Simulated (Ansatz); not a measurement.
Total energies of Ge(OH)Cl3 (GeCl3OH) from Ansatz at PBE0-D4/def2-TZVPD, gas phase (1 Eh = 27.2114 eV = 2625.5 kJ/mol). The reference geometry is relaxed at PBE0-D4/def2-SVP.

```csv
state,geometry,energy (Eh)
charge 0 singlet,reference,-3532.88725
charge -1 doublet,reference,-3532.89912
free Ge atom (triplet),–,-2076.65536
free O atom (triplet),–,-75.01925
free H atom (doublet),–,-0.50104
free Cl atom (doublet),–,-459.99797
```

(1) Work out the vertical electron affinity, to the doublet.

(2) What is the binding energy per atom against free atoms?

(1) E(charge 0 singlet) − E(charge -1 doublet) = -3532.88725 − (-3532.89912) = 0.01187 Eh = 0.32 eV.

(2) Atoms: 1 × (-2076.65536) + 1 × (-75.01925) + 1 × (-0.50104) + 3 × (-459.99797) = -3532.16956 Eh. Binding: -3532.16956 − (-3532.88725) = 0.71769 Eh = 19.53 eV, or 3.25 eV for each of 6 atoms (no zero-point energy, no counterpoise term).

At PBE0-D4/def2-TZVPD the highest occupied level of the charge -1 doublet lies above zero (up to 1.17 eV). By energy differences its removal costs 0.32 eV (vertical, to the charge 0 singlet, at PBE0-D4/def2-TZVPD); a positive level beside a positive removal energy at the same level points to self-interaction error.
